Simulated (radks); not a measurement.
Question: The table gives one normalised radial function P(r) = r R(r) of He+ in 1s1 (r in bohr). All-electron calculation, non-relativistic Kohn-Sham, PBE, spin-unpolarised, spherical densities, point nucleus; without spin polarisation the odd electron is poorly described. Program: a radial shooting solver on a logarithmic mesh with Libxc functionals.

| r | P |
|---|---|
| 0.05801 | 0.2861 |
| 0.06753 | 0.3267 |
| 0.07925 | 0.3744 |
| 0.09226 | 0.4245 |
| 0.1074 | 0.4793 |
| 0.125 | 0.5384 |
| 0.1456 | 0.6012 |
| 0.1695 | 0.6669 |
| 0.1973 | 0.7340 |
| 0.2315 | 0.8039 |
| 0.2695 | 0.8670 |
| 0.3138 | 0.9237 |
| 0.3653 | 0.9701 |
| 0.4252 | 1.0024 |
| 0.495 | 1.0163 |
| 0.5763 | 1.0081 |
| 0.6763 | 0.9728 |
| 0.7873 | 0.9127 |
| 0.9166 | 0.8282 |
| 1.067 | 0.7232 |
| 1.242 | 0.6044 |
| 1.446 | 0.4803 |
| 1.684 | 0.3600 |
| 1.976 | 0.2467 |
| 2.3 | 0.1586 |
| 2.677 | 0.0927 |
| 3.117 | 0.0486 |

Which n and l does it have? It may be an empty orbital.

Answer: n = 1, l = 0: the number of nodes gives n - l - 1 = 0, the rise at small r (about r^(l+1)) gives l, and the extent must fit the shell. The curve is that of 1s. 1s: eigenvalue -39.128 eV, 0 radial nodes, <r> = 0.784 bohr, 90 % of the charge inside 1.41 bohr.
